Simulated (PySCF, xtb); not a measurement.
calicene (C8H6), SMILES C1(C=CC=C1)=C1C=C1.

Harmonic wavenumbers (cm⁻¹) from GFN2-xTB (xtb) at its own minimum, in rising order: 126, 134, 199, 390, 485, 495, 548, 582, 737, 740, 784, 788, 794, 852, 855, 869, 870, 930, 995, 1043, 1083, 1092, 1180, 1217, 1293, 1352, 1504, 1590, 1591, 1897, 3117, 3124, 3138, 3142, 3216, 3238.

What does B3LYP-D3(BJ)/def2-SVP (PySCF) give at its own minimum? (Estimate from the structure and the level; the computed values follow.)

139, 145, 212, 442, 491, 492, 596, 640, 717, 739, 773, 834, 885, 913, 938, 939, 941, 949, 1025, 1062, 1082, 1117, 1222, 1231, 1345, 1409, 1504, 1592, 1596, 1836, 3198, 3208, 3224, 3230, 3254, 3293. Paired by order, the mean absolute difference is 39 cm⁻¹ and the zero-point energies are 65.7 and 67.5 kcal/mol.
